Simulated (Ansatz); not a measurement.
Strength of the Si–O bond: CH8O3Si2 → CH7O2Si2 + OH

Species: CH8O3Si2 `O[SiH2]C[SiH](O)O`, singlet; CH7O2Si2 `O[SiH]C[SiH2]O`, doublet; OH, doublet. 

Shapes, held fixed at every level: PBE0-D4/def2-TZVP. Flexible molecules stand in one conformer, not always the lowest. Programs: Ansatz 0.2.0. Electronic energies: no zero-point or thermal term.

```json
{"level": "HF/def2-TZVPP", "kind": "Hartree–Fock", "ΔE (kJ/mol)": "+439.1", "less CCSD(T)/CBS estimate": "-149.0"}
{"level": "PBE-D4/def2-TZVPP", "kind": "GGA", "ΔE (kJ/mol)": "+563.0", "less CCSD(T)/CBS estimate": "-25.1"}
{"level": "B3LYP-D4/def2-TZVPP", "kind": "global hybrid", "ΔE (kJ/mol)": "+560.1", "less CCSD(T)/CBS estimate": "-28.0"}
{"level": "PBE0-D4/def2-TZVPP", "kind": "global hybrid", "ΔE (kJ/mol)": "+559.4", "less CCSD(T)/CBS estimate": "-28.7"}
{"level": "wB97M-V/def2-TZVPP", "kind": "range-separated hybrid", "ΔE (kJ/mol)": "+587.2", "less CCSD(T)/CBS estimate": "-0.9"}
{"level": "MP2/def2-TZVPP", "kind": "perturbation theory", "ΔE (kJ/mol)": "+604.2", "less CCSD(T)/CBS estimate": "+16.1"}
{"level": "CCSD(T)/CBS estimate", "kind": "coupled cluster or CI", "ΔE (kJ/mol)": "+588.1", "less CCSD(T)/CBS estimate": "0.0"}
```

The highest level, CCSD(T)/CBS estimate, gives ΔE = +588.1 kJ/mol; the levels span +439.1 to +604.2. The column of differences is taken from that level and isn't an error. Hartree–Fock misses the correlation of the pair that is broken and comes out low. No measured value is set beside it here. Open shells run unrestricted unless RO is named. The CBS estimate extrapolates MP2 from def2-TZVPP and def2-QZVPP and adds CCSD(T) − MP2 in the triple-zeta set, cores frozen.
